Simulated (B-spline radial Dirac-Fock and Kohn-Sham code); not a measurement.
## Binding energies of Fe²⁺ in different valence configurations

Method: ΔSCF Dirac-Fock with Breit, self-energy and vacuum polarisation, finite nucleus, configuration average. Computed with a radial finite-basis atomic code. The model has no electron correlation.

Reference: the tabulated ground configuration [Ar] 3d6, with 1s 7144.9 eV, 2s 882.3 eV, 2p3/2 742.7 eV, 3p1/2 90.89 eV, 3p3/2 89.38 eV, 3d 31.72 eV, Kα1 6402.1 eV, Kβ1 7055.5 eV.

Q: One of these configurations gives the following shifts from the reference, in eV: average energy +6.18, 1s +8.87, 2s +10.04, 2p3/2 +9.90, 3p1/2 +7.23, 3p3/2 +7.18, 3d +7.25, Kα1 -1.03, Kβ1 +1.69. Which?
A. [Ar] 3d5 4s1
B. [Ar] 3d5 4p1
C. [Ar] 3d4 4s2

A: A. The others give [Ar] 3d5 4p1: 1s +10.28; [Ar] 3d4 4s2: 1s +19.09.
